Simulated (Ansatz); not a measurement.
B(THF)H3 (C₄H₁₁BO), 17 atoms. Hardware: 2 threads of AMD EPYC 7R13 on a shared host.

(1) How many basis functions does each of these Ansatz runs have, and roughly what does it cost? PBE0-D4/def2-TZVP, charge 0 singlet, energy and forces, from earlier orbitals; BLYP-D4/def2-TZVP, charge 0 singlet, energy, from earlier orbitals; B3LYP-D4/6-31G, charge 0 singlet, energy; PBE0-D4/def2-SVP, charge 0 singlet, energy, from earlier orbitals; LC-ωPBE/def2-TZVP, charge 0 singlet, energy, from earlier orbitals; r2SCAN-D4/def2-TZVP, charge 0 triplet at the geometry of the charge 0 singlet, energy, from earlier orbitals; PBE0-D4/def2-TZVP, charge 1 doublet at the geometry of the charge 0 singlet, energy; PBE-D4/def2-SVP, charge 0 singlet, relaxation, 22 steps; PBE0-D4/def2-TZVP, charge 0 triplet at the geometry of the charge 0 singlet, energy; r2SCAN0-D4/def2-TZVP, charge 0 singlet, energy, from earlier orbitals; PBE-D4/def2-TZVP, charge 0 triplet at the geometry of the charge 0 singlet, energy, from earlier orbitals; r2SCAN-D4/def2-TZVP, charge 0 singlet, energy, from earlier orbitals.

Results:

(1) Other jobs shared the machine, so times can vary by a factor of up to 3. A dash marks memory too small to be measured apart from the calling script's.

```json
{"run": "B3LYP-D4/6-31G, charge 0 singlet, energy", "functions": "76", "fitting or Cholesky vectors": "1061", "wall time": "2.2 s", "peak host memory (GiB)": "–"}
{"run": "PBE0-D4/def2-SVP, charge 0 singlet, energy, from earlier orbitals", "functions": "139", "fitting or Cholesky vectors": "1567", "wall time": "3.5 s", "peak host memory (GiB)": "–"}
{"run": "BLYP-D4/def2-TZVP, charge 0 singlet, energy, from earlier orbitals", "functions": "252", "fitting or Cholesky vectors": "1524", "wall time": "4.4 s", "peak host memory (GiB)": "–"}
{"run": "LC-ωPBE/def2-TZVP, charge 0 singlet, energy, from earlier orbitals", "functions": "252", "fitting or Cholesky vectors": "1524", "wall time": "5.5 s", "peak host memory (GiB)": "0.55"}
{"run": "r2SCAN-D4/def2-TZVP, charge 0 singlet, energy, from earlier orbitals", "functions": "252", "fitting or Cholesky vectors": "1524", "wall time": "9.5 s", "peak host memory (GiB)": "–"}
{"run": "r2SCAN0-D4/def2-TZVP, charge 0 singlet, energy, from earlier orbitals", "functions": "252", "fitting or Cholesky vectors": "1524", "wall time": "10 s", "peak host memory (GiB)": "0.71"}
{"run": "PBE-D4/def2-TZVP, charge 0 triplet at the geometry of the charge 0 singlet, energy, from earlier orbitals", "functions": "252", "fitting or Cholesky vectors": "1524", "wall time": "10 s", "peak host memory (GiB)": "–"}
{"run": "PBE0-D4/def2-TZVP, charge 0 singlet, energy and forces, from earlier orbitals", "functions": "252", "fitting or Cholesky vectors": "1524", "wall time": "16 s", "peak host memory (GiB)": "0.82"}
{"run": "r2SCAN-D4/def2-TZVP, charge 0 triplet at the geometry of the charge 0 singlet, energy, from earlier orbitals", "functions": "252", "fitting or Cholesky vectors": "1524", "wall time": "20 s", "peak host memory (GiB)": "–"}
{"run": "PBE0-D4/def2-TZVP, charge 0 triplet at the geometry of the charge 0 singlet, energy", "functions": "252", "fitting or Cholesky vectors": "1524", "wall time": "21 s", "peak host memory (GiB)": "0.93"}
{"run": "PBE0-D4/def2-TZVP, charge 1 doublet at the geometry of the charge 0 singlet, energy", "functions": "252", "fitting or Cholesky vectors": "1524", "wall time": "22 s", "peak host memory (GiB)": "0.93"}
{"run": "PBE-D4/def2-SVP, charge 0 singlet, relaxation, 22 steps", "functions": "139", "fitting or Cholesky vectors": "1567", "wall time": "55 s", "peak host memory (GiB)": "–"}
```
